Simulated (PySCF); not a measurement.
## Telling isomers of C$_{5}$H$_{6}$FNSi apart by NMR

PySCF 2.14 calculation with GFN2-xTB geometry and PBE0/pcSseg-1 with gauge-including orbitals; no relativistic terms, no solvent model, equivalent nuclei averaged, single conformer.

Shifts are taken against calculated references (same method and geometry level): 1H (σref 31.72), 13C (σref 186.93) vs TMS. Splittings of carbon signals by F and P are missing where no couplings were computed. Where no couplings were computed, multiplicities follow the n + 1 count of equivalent neighbours, and m marks all less simple cases (inequivalent or close neighbours, rings, F or P nearby). Shifts are as computed. Against solution values, carbons near 30 ppm lie about +3 ppm off and those near 130 ppm about +5 ppm. Of 1211 compounds with measured shifts, 218 miss one by over three times the rms of a fit or turn the order of signals round; such compounds aren't used in these exercises.

(1) Tabulate the signals of `C=C/C(=C/C#N)[SiH2]F`, `C=C/C(=C\C#N)[SiH2]F` and their relative energies.

(2) What is the quickest way to tell C=C/C(=C/C#N)[SiH2]F from C=C/C(=C\C#N)[SiH2]F?

Answers

(1) 
```tsv
SMILES	carbon types	δC	δH	E rel. (kcal/mol)
C=C/C(=C/C#N)[SiH2]F	2×C 2×CH 1×CH2	166.7, 146.6, 136.6, 122.3, 118.2	6.74 (m, 1H), 6.29 (m, 1H), 6.10 (m, 1H), 5.84 (m, 1H), 5.71 (m, 2H)	1.0
C=C/C(=C\C#N)[SiH2]F	2×C 2×CH 1×CH2	164.4, 146.1, 129.9, 120.5, 117.5	7.55 (m, 1H), 5.89 (m, 1H), 5.85 (m, 1H), 5.59 (m, 2H), 5.48 (m, 1H)	0.0
```

Energies are electronic energies at PBE0/pcSseg-1 on these geometries, without zero-point or thermal terms, each for the one conformer computed, which needn't be the lowest.

(2) Both give the same number of carbon signals, with the same numbers of each carbon type, so the positions decide. The first has a terminal =CH2 carbon at 136.6 ppm, the second a terminal =CH2 carbon at 129.9 ppm. Their most deshielded carbons lie at 166.7 and 164.4 ppm. In the proton spectra the most deshielded non-exchanging signals are 6.74 (m, 1H) and 7.55 (m, 1H).
